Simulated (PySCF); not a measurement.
How methods differ on the ionisation energy of Ge²⁺

Ge²⁺ [Ar] 3d10 4s2 (1S) → Ge³⁺ [Ar] 3d10 4s1 (2S), as a difference of total energies. All numbers are calculated (PySCF 2.14, the spin-free X2C one-electron Hamiltonian (Gaussian nucleus), in ANO-RCC-VTZP). Correlated levels: valence and next inner shell: [Ne] frozen. The calculations carry no spin-orbit coupling.

```tsv
method	ionisation energy (eV)
UHF	32.244
MP2 (valence and next inner shell)	33.724
SCS-MP2 (valence and next inner shell)	33.716
CCSD (valence and next inner shell)	33.745
CCSD(T) (valence and next inner shell)	33.814
```

**Question.** How much does correlation contribute at CCSD(T) (valence and next inner shell)?

**Answer.** 33.814 − (32.244) = 1.570 eV, measured against UHF.

Errors of the correlated levels include the incompleteness of this basis and the frozen core.

For comparison: 34.058 eV (measured; NIST Atomic Spectra Database, ionization energies).
